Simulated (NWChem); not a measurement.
System: SiHSF$_{3}$; SMILES F[Si](F)(S)F

```xyz
6

F      0.7839    -0.9418    -1.2519
Si    -0.0110    -0.3400    -0.0009
F      0.6947    -0.9520     1.2977
F     -1.5166    -0.8675    -0.0522
S     -0.0585     1.7544     0.0008
H      1.2908     1.8468     0.0062
```
Atoms are numbered in this order, from 1.

All runs: NWChem. Geometry: optimised at PBE0/def2-SVP. Level: PBE0/def2-SVP with SMD (1 M gas to 1 M solution), gas-phase geometry. Reactions with the solvent are ignored.

For solvent n-hexane:

| Property | Value |
|---|---|
| solvation free energy (kcal/mol) | -2.5 |
| cavity-dispersion-structure term (kcal/mol) | -0.8 |
| dipole in solution (D) | 1.92 |

Problem. What are these values for solvent water?

Solution. 
- solvation free energy (kcal/mol): -0.9
- cavity-dispersion-structure term (kcal/mol): 2.7
- dipole in solution (D): 2.15
